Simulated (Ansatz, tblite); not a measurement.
Removing and adding an electron: fac-CrBr3(PH3)3 (CrP3H9Br3). Charge 0, multiplicity 4. Geometry: PBE0-D4/def2-SVP. Ansatz, gas phase; energy differences of separate SCF runs; the oxidised species was run as a triplet alone; the reduced species was run as a quintet alone.

```
atom   x (Å)   y (Å)   z (Å)
 Cr1   0.750   0.206   0.574
 Br2   2.780   0.914  -0.578
  P3  -1.402  -0.518   1.435
  H4  -1.933  -1.794   1.097
  H5  -2.570   0.265   1.220
  H6  -1.415  -0.607   2.843
 Br7   0.373   2.001   2.180
  P8   0.829  -1.537  -1.116
  H9   2.079  -2.187  -1.160
 H10   0.657  -1.227  -2.494
 H11  -0.039  -2.662  -1.039
Br12   1.525  -1.633   1.975
 P13  -0.233   1.834  -0.936
 H14   0.407   3.089  -0.866
 H15  -1.591   2.235  -0.794
 H16  -0.218   1.621  -2.342
```

The xTB rows come from tblite.

Q: Estimate orbital energies and vertical ionisation energies and electron affinities at: GFN1-xTB; GFN2-xTB; PBE-D4/def2-TZVP; r2SCAN-D4/def2-TZVP; PBE0-D4/def2-TZVP.

A: 
```
              level  −HOMO (eV)  vertical IE (eV)  −LUMO (eV)  vertical EA (eV)  HOMO–LUMO gap (eV)  IE − EA (eV)                                     remarks
           GFN1-xTB           –             12.03           –              4.81                   –          7.22                                           –
           GFN2-xTB           –             11.96           –              5.39                   –          6.57                                           –
   PBE-D4/def2-TZVP        5.24              7.56        3.14                 –                2.10             –  spin-contaminated (⟨S²⟩ 2.17) (+1 triplet)
r2SCAN-D4/def2-TZVP        5.76                 –        3.09              1.01                2.66             –                HOMO above zero (-1 quintet)
  PBE0-D4/def2-TZVP        6.90                 –        2.32              1.30                4.57             –                                           –
```

Relaxing the reduced species (PBE0-D4/def2-SVP) changes its energy by -0.82 eV at PBE0-D4/def2-TZVP, so the adiabatic electron affinity to this nearest minimum is 2.12 eV. On the way the bond Cr1–P13 breaks.  Run but left out: r2SCAN-D4/def2-TZVP, PBE0-D4/def2-TZVP (charge +1 triplet: ⟨S²⟩ 2.34 to 2.52, where a pure state has 2.00); PBE-D4/def2-TZVP (charge -1 quintet: an occupied level 0.08 eV above an empty one).   A HOMO above zero means that the electron is unbound at that level or that self-interaction error raises the level; the energy of removing that electron tells which. HOMO and LUMO are the levels of the spin that leaves or enters (xTB has no such levels and no spin-polarisation term). Other spin states of the ions may lie lower, which would lower the ionisation energy or raise the affinity. Raw xTB energy differences between charge states are shifted by several eV; the methods need an empirical correction for them. Sets without diffuse functions give affinities that are too small.
